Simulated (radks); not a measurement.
The numbers below are computed, except where a source is named.
Question: Lu3+, 68 electrons, occupied as [Xe] 4f14 (the NIST ground configuration). Level of theory: scalar-relativistic Kohn-Sham, LDA (Slater exchange, Perdew-Wang correlation), spin-polarised, spherical densities, finite nucleus; Fermi nuclear charge, rms radius 5.37 fm (a radial shooting solver on a logarithmic mesh with Libxc functionals). Some entries of the table are withheld. Estimate them.

orbital,occ.,eigenvalue (hartree),r(max) (bohr),<r^2> (bohr^2)
1s,2,-2322.463,0.01215,0.0005129
2s,2,-396.2233,(1),(2)
2p,6,-348.9167,0.05661,0.006498
3s,2,-90.52985,0.1959,0.05178
3p,6,-76.32755,0.1932,0.05232
3d,10,-59.22021,0.1573,0.04347
4s,2,-18.78398,(3),(4)
4p,6,-14.12019,0.4672,0.2940
4d,10,-8.02960,0.4808,0.3487
5s,2,-3.23403,(5),1.527
5p,6,(6),1.190,2.126
4f,14,-1.34408,0.4679,0.6723

Answer: 
(1) 2s r(max) (bohr): 0.06937
(2) 2s <r^2> (bohr^2): 0.007930
(3) 4s r(max) (bohr): 0.4463
(4) 4s <r^2> (bohr^2): 0.2584
(5) 5s r(max) (bohr): 1.041
(6) 5p eigenvalue (hartree): -2.14124
